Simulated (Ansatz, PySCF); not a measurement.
Species: sum formula KOH, net charge 0, singlet state. 
Structure (B3LYP-D3(BJ)/def2-TZVP (Ansatz, an electronic-structure program) minimum search):
```xyz
3

K      0.0000     0.0000    -0.7485
O      0.0000     0.0000     1.4737
H      0.0000     0.0000     2.4311
```

Wanted: vertical ionisation energy (to the doublet state of charge +1; each state is the SCF solution reached for its spin), in eV. Correlated levels leave the core frozen unless marked. Open shells are spin-unrestricted. No spin-orbit coupling. Frozen are the shells of the preceding noble gas and the d and f shells that filled before the atom's block. The outer core of K, Ca and their heavier congeners is not correlated, a term that matters for these elements. Non-relativistic. CBS marks a two-point X^-3 extrapolation of the correlation energy; Hartree-Fock from the larger set.

```
level                                 program  vertical ionisation energy (eV)
------------------------------------  -------  -------------------------------
SVWN5/def2-TZVPD                       Ansatz                             8.30
PBE/def2-TZVPD                         Ansatz                             7.85
r2SCAN/def2-TZVPD                      Ansatz                             7.55
B3LYP/def2-TZVPD                       Ansatz                             7.74
PBE0/def2-TZVPD                        Ansatz                             7.52
CAM-B3LYP/def2-TZVPD                   Ansatz                             7.72
wB97M-V/def2-TZVPD                     Ansatz                             7.63
wB97X-V/def2-TZVPD                     Ansatz                             7.60
CCSD/def2-SVPD                         Ansatz                             7.33
CCSD/def2-TZVPPD                       Ansatz                             7.36
CCSD/CBS(def2-TZVPPD,def2-QZVPPD)      Ansatz                             7.49
CCSD(T)/def2-TZVPPD                    Ansatz                             7.50
CCSD(T)/def2-QZVPPD                    Ansatz                             7.60
CCSD(T)/CBS(def2-TZVPPD,def2-QZVPPD)   Ansatz                             7.65
```

For comparison, minus the highest occupied orbital energy (PySCF): 8.82 eV at HF/def2-TZVPD, 3.45 eV at M06-L/def2-TZVPD, 5.80 eV at MN15/def2-TZVPD.
